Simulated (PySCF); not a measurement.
An equivalent PySCF input for Re²⁺ (rhenium, charge +2), [Xe] 4f14 5d5, high-spin 6S determinant, with a scalar-relativistic core potential:

```python
from pyscf import gto, scf, dft, mp, cc
import basis_set_exchange as bse
txt = bse.get_basis("aug-cc-pwCVDZ-PP", elements=["Re"], fmt="nwchem", header=False)
cut = txt.index("\nECP")
mol = gto.M(atom="Re 0 0 0", charge=2, spin=5, symmetry="D2h",
            basis=gto.basis.parse(txt[:cut]),
            ecp={"Re": gto.basis.parse_ecp(txt[cut:])})
mf = dft.UKS(mol, xc="PBE0")
mf.irrep_nelec = {'Ag': (3, 1), 'B1g': (1, 0), 'B2g': (1, 0), 'B3g': (1, 0), 'B1u': (1, 1), 'B2u': (1, 1), 'B3u': (1, 1)}
mf.kernel()
```

It reaches the same state as the run whose output follows, with an energy that differs only through the grid. The run itself started from symmetry-adapted Hartree-Fock orbitals and held the occupation by maximum overlap, on a logarithmic radial grid, so the iterations belong to that start.

```
SCF conv_tol = 1e-09
number electrons alpha = 9  beta = 4
XC functionals = PBE0
    C. Adamo and V. Barone.,  J. Chem. Phys. 110, 6158 (1999)
    M. Ernzerhof and G. E. Scuseria.,  J. Chem. Phys. 110, 5029 (1999)
cycle= 1 E= -77.5761949205461  delta_E= -0.00305  |g|= 0.00537  |ddm|= 0.238
cycle= 2 E= -77.5762031765784  delta_E= -8.26e-06  |g|= 0.000408  |ddm|= 0.0143
cycle= 3 E= -77.5762032255593  delta_E= -4.9e-08  |g|= 3.23e-05  |ddm|= 0.00144
cycle= 4 E= -77.5762032258193  delta_E= -2.6e-10  |g|= 1.4e-05  |ddm|= 9.3e-05
converged SCF energy = -77.5762032258193  <S^2> = 8.7509279  2S+1 = 6.0003093
```

Energies and moments cover only the electrons outside the core potential. Spin-orbit coupling, which splits the p, d and f shells strongly at this Z, is absent.
